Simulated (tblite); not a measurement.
Record of a relaxation.

Species: C6H13N (charge +1 and doublet state).
SMILES with atom numbers: `[CH3:1][C@@H:2]([NH2+:3])[CH:4]1[CH2:5][CH2:6][CH2:7]1` (hydrogens: H8, H9, H10 on C1; H11 on C2; H12, H13 on N3; H14 on C4; H15, H16 on C5; H17, H18 on C6; H19, H20 on C7)

Computed with GFN2-xTB (tblite), gas phase: L-BFGS steps from a force-field or distance-geometry start until the largest atomic force falls under 0.01 eV/Å. 4 of its 140 geometries are shown.

Step 0: E = -594.6890 eV, largest atomic force 2.980 eV/Å
```
atom  x, y, z in Å  |  force x, y, z in eV/Å
C1      1.816    0.915    0.423   -0.691   1.034   0.268
C2      1.015   -0.047   -0.473    1.697  -1.863   1.590
N3      1.907   -1.213   -0.598   -1.441   0.381  -2.283
C4     -0.239   -0.375    0.289    0.507   0.735  -0.609
C5     -1.026    0.900    0.557   -0.396  -0.234   1.530
C6     -2.244   -0.036    0.475   -0.427  -0.513   0.007
C7     -1.432   -0.742   -0.599   -0.939  -0.597   0.188
H8      1.586    0.728    1.498    0.384   0.101  -0.898
H9      1.485    1.945    0.168    0.500  -0.513   0.366
H10     2.872    0.771    0.239    0.103   0.246   0.112
H11     0.743    0.399   -1.421    0.257   0.187  -0.466
H12     1.417   -2.023   -1.062    0.764   0.723   0.896
H13     2.679   -0.900   -1.206   -0.062  -0.600   0.534
H14    -0.154   -1.056    1.152    0.316   0.437  -0.459
H15    -0.878    1.359    1.543   -0.088   0.287  -0.423
H16    -1.050    1.563   -0.312    0.296   0.187   0.638
H17    -2.295   -0.702    1.375   -0.523   0.880  -0.729
H18    -3.172    0.430    0.155   -0.185  -0.097   0.309
H19    -1.418   -0.094   -1.487   -0.163  -0.954  -0.102
H20    -1.618   -1.810   -0.721    0.092   0.174  -0.468
```

Step 46: E = -596.0767 eV, largest atomic force 0.185 eV/Å
```
atom  x, y, z in Å  |  force x, y, z in eV/Å
C1      1.968    1.053    0.210   -0.028  -0.036   0.040
C2      1.028    0.098   -0.494    0.014  -0.101  -0.117
N3      1.686   -1.069   -0.881    0.106  -0.103  -0.111
C4     -0.232   -0.373    0.400    0.039  -0.017  -0.130
C5     -1.137    0.757    0.888    0.136   0.021   0.005
C6     -2.314    0.098    0.163    0.111   0.054   0.070
C7     -1.375   -0.966   -0.424    0.152  -0.043  -0.042
H8      2.316    0.652    1.160   -0.036   0.025   0.022
H9      1.508    2.023    0.382   -0.022  -0.101   0.037
H10     2.842    1.202   -0.427   -0.056   0.032   0.062
H11     0.581    0.587   -1.371   -0.044  -0.044   0.032
H12     1.222   -1.781   -1.429    0.033   0.153   0.025
H13     2.547   -1.341   -0.425   -0.118   0.023   0.030
H14     0.180   -1.016    1.181   -0.097   0.069  -0.047
H15    -1.194    0.803    1.975    0.007   0.042   0.015
H16    -0.895    1.750    0.518   -0.065   0.044   0.028
H17    -3.032   -0.331    0.862   -0.018   0.013  -0.031
H18    -2.827    0.725   -0.558   -0.073  -0.016  -0.011
H19    -1.263   -0.853   -1.502   -0.043  -0.019   0.005
H20    -1.613   -2.010   -0.231    0.001   0.006   0.118
```

Step 93: E = -596.1514 eV, largest atomic force 0.056 eV/Å
```
atom  x, y, z in Å  |  force x, y, z in eV/Å
C1      1.926    0.973    0.314    0.016   0.000  -0.001
C2      1.040    0.085   -0.548    0.023  -0.001   0.017
N3      1.700   -1.065   -0.962    0.032   0.036   0.029
C4     -0.220   -0.318    0.363   -0.013  -0.009   0.008
C5     -1.106    0.853    0.778   -0.003   0.009  -0.008
C6     -2.305    0.071    0.213    0.002   0.015   0.014
C7     -1.367   -0.990   -0.384   -0.029   0.005   0.007
H8      2.253    0.463    1.218    0.013  -0.015  -0.020
H9      1.402    1.878    0.605   -0.001  -0.013  -0.020
H10     2.810    1.248   -0.260   -0.002   0.009   0.000
H11     0.640    0.615   -1.417   -0.010   0.022   0.032
H12     1.441   -1.553   -1.804   -0.020  -0.015  -0.001
H13     2.373   -1.512   -0.357   -0.046   0.009   0.016
H14     0.163   -0.897    1.203    0.023  -0.009  -0.016
H15    -1.099    1.061    1.846   -0.003   0.003  -0.016
H16    -0.944    1.788    0.247   -0.002  -0.001  -0.009
H17    -2.922   -0.339    1.012    0.017   0.000  -0.029
H18    -2.923    0.607   -0.501    0.001  -0.006   0.025
H19    -1.325   -0.932   -1.469   -0.003  -0.013  -0.009
H20    -1.544   -2.025   -0.100    0.007  -0.024  -0.018
```

Step 139: E = -596.1583 eV, largest atomic force 0.008 eV/Å
```
atom  x, y, z in Å  |  force x, y, z in eV/Å
C1      1.947    0.960    0.341   -0.001  -0.003  -0.004
C2      1.060    0.095   -0.542   -0.001   0.004  -0.005
N3      1.702   -1.070   -0.942    0.000   0.000  -0.001
C4     -0.229   -0.292    0.334   -0.003  -0.003   0.002
C5     -1.115    0.887    0.723    0.002  -0.001  -0.003
C6     -2.309    0.030    0.264    0.000  -0.008  -0.002
C7     -1.362   -0.970   -0.426   -0.007  -0.001  -0.001
H8      2.311    0.408    1.204    0.001   0.005   0.001
H9      1.413    1.838    0.688   -0.003  -0.005  -0.004
H10     2.807    1.283   -0.244    0.004  -0.003   0.003
H11     0.691    0.640   -1.416   -0.001   0.003  -0.001
H12     1.412   -1.574   -1.764    0.003   0.003   0.004
H13     2.302   -1.556   -0.291   -0.003  -0.001   0.000
H14     0.122   -0.867    1.191   -0.002  -0.003   0.002
H15    -1.067    1.175    1.770   -0.001   0.005   0.000
H16    -1.003    1.775    0.105    0.002   0.004   0.003
H17    -2.816   -0.427    1.111   -0.001   0.001  -0.001
H18    -3.021    0.528   -0.388    0.004   0.001   0.003
H19    -1.349   -0.826   -1.504    0.001   0.005   0.004
H20    -1.503   -2.028   -0.215    0.007  -0.002   0.000
```

**Question.** Summarise the path.

**Answer.** The energy falls by 1.4693 eV from step 0 to step 139; nine tenths of that is first reached at step 40. It falls at every step. The largest force goes from 2.980 to 0.008 eV/Å. Among the bonds C2–C4 changes most, from 1.503 to 1.605 Å; the atoms move by 0.554 Å rms after alignment.

**Question.** Follow the three bonds and two angles with the largest change from start to end.

**Answer.** 
```csv
step,E above end (eV),largest force (eV/Å),C2–C4 (Å),C2–N3 (Å),N3–H12 (Å),C2–N3–H13 (°),C2–C4–H14 (°)
0,1.4693,2.980,1.503,1.473,1.054,105.3,117.9
6,0.6354,0.683,1.501,1.409,1.013,116.6,110.1
12,0.4412,0.367,1.518,1.403,1.006,121.7,109.4
18,0.3597,0.195,1.528,1.405,1.008,120.6,105.6
24,0.3197,0.243,1.530,1.404,1.005,120.5,104.9
30,0.2696,0.293,1.545,1.407,1.010,119.1,106.5
36,0.2099,0.247,1.580,1.404,1.008,117.2,105.8
42,0.1164,0.428,1.613,1.388,1.018,117.1,104.2
48,0.0706,0.219,1.611,1.394,1.010,121.0,107.6
54,0.0459,0.164,1.612,1.393,1.010,120.2,107.0
60,0.0261,0.158,1.609,1.391,1.007,119.4,106.6
66,0.0194,0.047,1.604,1.391,1.007,119.4,106.6
73,0.0150,0.064,1.608,1.391,1.008,119.2,106.7
79,0.0124,0.041,1.608,1.389,1.008,119.2,106.8
85,0.0107,0.042,1.605,1.389,1.006,119.9,106.6
91,0.0080,0.056,1.607,1.389,1.007,120.1,107.0
97,0.0052,0.049,1.609,1.388,1.007,119.9,106.7
103,0.0027,0.069,1.604,1.390,1.007,119.7,107.0
109,0.0017,0.019,1.606,1.389,1.007,119.6,107.2
115,0.0014,0.016,1.606,1.388,1.007,119.7,107.3
121,0.0008,0.034,1.605,1.389,1.008,119.6,107.3
127,0.0003,0.025,1.606,1.388,1.008,119.6,107.4
133,0.0002,0.014,1.606,1.389,1.007,119.6,107.4
139,0.0000,0.008,1.605,1.389,1.007,119.6,107.3
```

The cost below is that of the whole relaxation. On Arm Neoverse V2, one thread (shared host), this took 0.72 s of wall time.
